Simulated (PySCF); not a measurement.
Structure problem from calculated spectra and properties.

Formula: C3H12N2OSi2.

* UV, strongest line: among the 10 lowest singlet transitions: S2 at 6.06 eV (205 nm, f = 0.125) [TDDFT CAM-B3LYP/def2-SVPD]
* Rotational structure: rotational constants A, B, C: 1.861, 0.874, 0.818 GHz [PBE0-D3(BJ)/def2-SVP]
* 1H NMR: chemical shifts (computed TMS as zero) by class: 5.14 (1 H), 3.58 (3 H), 3.48 (3 H), 2.86 (3 H), 0.62 (2 H) ppm [GIAO PBE0/pcSseg-1]
* Polarisability: 114.8 au [CAM-B3LYP/def2-SVPD]
* Valence photoelectron: vertical ionisation energy: 8.70 eV [ΔSCF CAM-B3LYP/def2-SVPD]
* Triplet: lowest triplet excitation (Tamm–Dancoff): 4.15 eV [TDA CAM-B3LYP/def2-SVPD]
* NMR, other nuclei: isotropic shieldings of nuclei other than C and H, by class: 122 (1 N), 242 (1 N), -155 (1 O), 393 (1 Si), 459 (1 Si) ppm [GIAO PBE0/pcSseg-1]
* UV, first state: lowest singlet excitation: 4.73 eV (262 nm, f = 0.012) [TDDFT CAM-B3LYP/def2-SVPD]
* 13C NMR: chemical shifts (computed TMS as zero) by class: 180.6 (1 C), 35.0 (1 C), 31.0 (1 C) ppm [GIAO PBE0/pcSseg-1]

The electronic properties come from PySCF, for the isolated species, density fitting. Levels stand in brackets. Isolated species at its PBE0-D3(BJ)/def2-SVP geometry (one conformer only). NMR values are class means; diastereotopic atoms form classes of their own.

Problem. What is the compound? Reason from the data.

Solution. Numbering: `[CH3:1][N:2]([CH3:3])[C:4](=[O:5])[Si@@H:6]([NH2:7])[SiH3:8]`. Its formula, C3H12N2OSi2, gives 1 degree of unsaturation: 0 rings and 1 π bond in the structure found. 3 carbons fall into 3 classes; from least to most shielded: carbonyl carbon [C4] (180.6 ppm), N-methyl carbon [C1] (35.0 ppm), N-methyl carbon [C3] (31.0 ppm). Hydrogen classes from least to most shielded: 1 H on an SiH silicon, Si6 (5.14 ppm), 3 H on an N-methyl carbon, C1 (3.58 ppm, a mean of values up to 3.2 ppm apart in this geometry), 3 H on an SiH3 silicon, Si8 (3.48 ppm), 3 H on an N-methyl carbon, C3 (2.86 ppm, a mean of values up to 2.8 ppm apart in this geometry), 2 H on a silicon-bound nitrogen, N7 (0.62 ppm). The other shieldings belong to: 122 ppm, nitrogen bound to a carbonyl carbon [N2]; 242 ppm, silicon-bound nitrogen [N7]; -155 ppm, carbonyl oxygen [O5]; 393 ppm, SiH silicon [Si6]; 459 ppm, SiH3 silicon [Si8]. The first electron is taken from the HOMO, whose largest Löwdin shares are 0.50 on the carbonyl oxygen, 0.15 on the carbonyl carbon, 0.12 on the SiH silicon and 0.06 on the nitrogen bound to a carbonyl carbon. The optimised geometry has point group C1 and is an asymmetric top. Structure: `CN(C)C(=O)[Si@@H](N)[SiH3]`. Computed isomers that give other values at the same levels: `CC(C)O[SiH]1N[SiH2]N1` (lowest singlet excitation: 6.16 eV (201 nm, f = 0.027)). The assignments are read from this structure; whether some other isomer fits the data as well wasn't checked. The mirror image fits equally.

Shape of the structure used: `[CH3:1][N:2]([CH3:3])[C:4](=[O:5])[Si@@H:6]([NH2:7])[SiH3:8]`: C1–N2–C4–O5 175°, N2–C4–Si6–N7 -35°, H–N7–Si6–C4 -68°, H–N7–Si6–C4 153°.
